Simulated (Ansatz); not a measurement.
```yaml
crystal:
  periodic: [false, false, false]
  atoms:
    - {symbol: C, position_ang: [-0.638574, 1.281007, -0.410588]}
    - {symbol: C, position_ang: [-0.073136, 0.800715, 0.926329]}
    - {symbol: B, position_ang: [0.492701, -0.774045, 0.830957]}
    - {symbol: Al, position_ang: [0.493764, -2.043291, -0.763350]}
    - {symbol: H, position_ang: [-1.450886, 0.875485, -0.652907]}
    - {symbol: H, position_ang: [-1.059233, 2.350226, -0.172677]}
    - {symbol: H, position_ang: [0.069476, 1.409598, -1.132992]}
    - {symbol: H, position_ang: [-0.772241, 0.626057, 1.638588]}
    - {symbol: H, position_ang: [1.452507, -1.065031, 2.224916]}
    - {symbol: H, position_ang: [1.152507, -1.065031, 1.924916]}
    - {symbol: H, position_ang: [-0.934367, -3.051345, -1.020412]}
    - {symbol: H, position_ang: [1.380550, -2.112526, -1.955011]}
basis:
  gaussian: {orbitals: cc-pVTZ}
hamiltonian: {xc: {name: PBE0}, dispersion: d4}
scf: {lower_state_search: full}
```

```sh
$ ansatz run in.yaml --threads 2 --pin off --events-out ev --progress --plain --max-ram 4352MiB
```

Output, abridged:

```
Functional definition: PBE0
1323 factors; their error is unknown
mean field evaluation 1: about -9449.2968 eV, gradient 6.4e1 eV
mean field evaluation 2: about -9379.5340 eV, gradient 1.4e2 eV
mean field evaluation 4: about -9458.3912 eV, gradient 2.3e1 eV
mean field evaluation 8: about -9459.9354 eV, gradient 9.1e-2 eV
mean field evaluation 16: about -9459.9430 eV, gradient 5.8e-5 eV
mean field -9459.94295310 eV, -347.6464913470 hartree, gradient 5.8e-5 eV, S^2 0.000000; 1 other end points of the search recorded, 0 dependent functions left out
reference -9459.94299215 eV, -347.6464927818 hartree; 19, 19 occupied and 217, 217 virtual orbitals, 1323 factors
Total energy: -9460.15554640 eV, -347.6543040066 hartree
```

(1) Something in this input is off. What?

Answers

(1) One atom was put on top of another. Self-consistency was reached. The result belongs to that input, not to the molecule as meant.
